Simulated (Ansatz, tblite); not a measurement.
Cost and result up the ladder for [WO3F]- (WO₃F⁻) (5 atoms). Charge -1, multiplicity 1. Geometry: r2SCAN-D4/def2-SVPD.

```xyz
5

W    -0.019    0.004    0.020
O     0.128   -1.248    1.244
O     0.223    1.574    0.770
O    -1.631   -0.059   -0.677
F     1.298   -0.271   -1.357
```

Ansatz on 4 threads of Arm Neoverse V2 on a shared host; xTB runs through tblite on one thread. Times are rough, summed over both states, and most runs start from the orbitals of an earlier one. PBE0-D4/def2-TZVPD serves as the yardstick here, not as an exact answer. The other state is a doublet.

In the def2 sets W takes a core potential; there is no spin–orbit coupling. The xTB rows come from tblite.

Raw xTB energies of ions are shifted by several eV.

| level | functions | vertical IE (eV) | difference from PBE0-D4/def2-TZVPD (eV) |
| --- | --- | --- | --- |
| GFN2-xTB | 25 | 9.54 | 4.14 |
| r2SCAN-D4/def2-TZVPD (with forces) | 203 | 5.16 | -0.24 |
| GFN1-xTB | 25 | 10.19 | 4.79 |
| PBE0-D4/def2-TZVPD | 203 | 5.40 | 0.00 |
| PBE-D4/def2-TZVPD | 203 | 5.03 | -0.37 |

(1) Estimate how long each takes.

Answers

(1) GFN1-xTB 0.006 s; GFN2-xTB 0.006 s; PBE-D4/def2-TZVPD 5.5 s; r2SCAN-D4/def2-TZVPD (with forces) 14 s; PBE0-D4/def2-TZVPD 16 s. On shared hardware such times vary by a factor of up to 3.
